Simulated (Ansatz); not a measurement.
Species: C$_{4}$H$_{7}$N, SMILES `C=C=CNC` (charge 0, multiplicity 1), formula C₄H₇N.

Q: How many basis functions does frozen-core CCSD(T)/def2-TZVPP // PBE0-D3(BJ)/def2-TZVP in Ansatz (a first-principles code) use, how many core orbitals are frozen, and how many electrons are correlated?

A: 253 basis functions and 5 frozen orbitals, which leaves 28 correlated electrons. Core time is of the order of minutes.
